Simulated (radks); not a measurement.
The mean radii <r> (bohr) of the occupied orbitals of an atom or ion are listed with their occupations. Calculated with a radial shooting solver on a logarithmic mesh with Libxc functionals: scalar-relativistic Kohn-Sham, PBE, spin-polarised, spherical densities, finite nucleus; Fermi nuclear charge, rms radius of each element as measured or else 0.836 A^(1/3) + 0.57 fm.

orbital  occ.      <r>
1s up       1  0.06643
1s down     1  0.06642
2s up       1   0.3064
2s down     1   0.3061
2p up       3   0.2718
2p down     3   0.2717
3s up       1   0.8379
3s down     1   0.8410
3p up       2   0.8476

Name the element and its charge. Open shells, if any, are filled with parallel spins first.

Answer. Z = 23, vanadium, charge +9: V9+ in [Ne] 3s2 3p2. The 1s radius gives Z: for a bare nucleus <r> = (2 gamma + 1)/(2Z) with gamma = sqrt(1 - (Z/c)^2), 0.0646 bohr for Z = 23, and screening makes it slightly larger (0.06643 here). The occupations add up to 14, and the charge is Z minus that.
